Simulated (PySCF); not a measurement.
Calculation: PySCF with TPSSh-D3(BJ)/def2-TZVP // PBE-D3(BJ)/def2-SVP. All species are isolated molecules in the gas phase. One relaxed conformer stands for a flexible species; it need not be the lowest. 

Reference species: [Cd(NH2)(Cl)] (neutral, multiplicity 1).

The coordination number is 2. The charge on the central atom (Mulliken) is 0.75 e and the mean distance from the central atom to its bonded neighbours comes out as 2.164 Å.

Changed species: [Cd(NH2)(SH)] (Y = SH; the reference has Y = Cl).

**Question.** What does the change do to the coordination number, charge on the central atom (Mulliken) and mean distance from the central atom to its bonded neighbours?

**Answer.** the coordination number hardly moves; the charge on the central atom (Mulliken) falls by 0.07 e, to 0.68 e; the mean distance from the central atom to its bonded neighbours rises by 0.028 Å, to 2.192 Å.
